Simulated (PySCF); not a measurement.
Spin-rotation constants: `C1=CC=[CH][Ge@@H]([S]C)[O]1`, C$_{5}$H$_{8}$GeOS

Geometry:
```
atom   x (Å)   y (Å)   z (Å)
  C1   2.509   0.086  -0.440
  S2   2.330  -0.281   1.342
 Ge3   0.105  -0.346   1.453
  C4  -0.823  -1.446   0.139
  C5  -1.541  -0.860  -0.834
  C6  -1.740   0.552  -0.993
  C7  -1.235   1.489  -0.173
  O8  -0.497   1.293   0.914
  H9   2.109   1.073  -0.652
 H10   1.999  -0.669  -1.032
 H11   3.573   0.064  -0.649
 H12  -0.286  -0.362   2.922
 H13  -0.724  -2.520   0.166
 H14  -2.028  -1.489  -1.573
 H15  -2.335   0.881  -1.831
 H16  -1.422   2.544  -0.357
```

Method: GIAO HF/pcSseg-1 magnetisability, rotational g tensor and spin-rotation constants, non-relativistic, gas phase in PySCF 2.14.0. Geometry: GFN2-xTB.

The calculation is non-relativistic, which matters for the atoms heavier than Zn.

(1) Give the nuclear spin-rotation constants along the inertial axes (H = +C I·J) beside the isotropic shieldings.

(2) How do the rotational constants and the g tensor change when H9, H10, H11, H12, H13, H14, H15, H16 are replaced by deuterium?

Results:

(1) Rotational constants 2.0730, 0.9623, 0.9164 GHz. A star marks the isotopologue with that one atom substituted, in its own axes.
```csv
atom,isotope,Caa (kHz),Cbb (kHz),Ccc (kHz),mean (kHz),σ (ppm)
H9,1H,-0.137,-0.082,-0.038,-0.086,30.0
H10,1H,-0.137,-0.103,-0.018,-0.086,30.0
H11,1H,-0.035,-0.069,-0.098,-0.067,30.1
H12,1H,-0.170,0.018,-0.058,-0.070,26.2
H13,1H,-0.224,-0.082,0.051,-0.085,26.9
H14,1H,-0.078,-0.103,0.041,-0.047,24.8
H15,1H,0.059,-0.059,-0.102,-0.034,27.4
H16,1H,-0.163,-0.048,0.024,-0.062,24.8
C1,13C*,0.252,0.111,0.109,0.157,182.6
S2,33S*,0.374,0.127,0.174,0.225,690.6
Ge3,73Ge*,-0.578,-0.273,-0.246,-0.366,1456.8
C4,13C*,0.428,0.178,0.381,0.329,84.6
C5,13C*,0.644,0.188,0.486,0.439,33.3
C6,13C*,0.684,0.207,0.199,0.363,94.3
C7,13C*,0.809,0.303,0.328,0.480,26.6
O8,17O*,-0.283,-0.090,-0.197,-0.190,215.7
```
For the geometry as given, no vibrational averaging.

(2) Constants 1.7694, 0.8771, 0.8284 GHz; g -0.0193, -0.0080, -0.0117, against -0.0226, -0.0088, -0.0128 before.
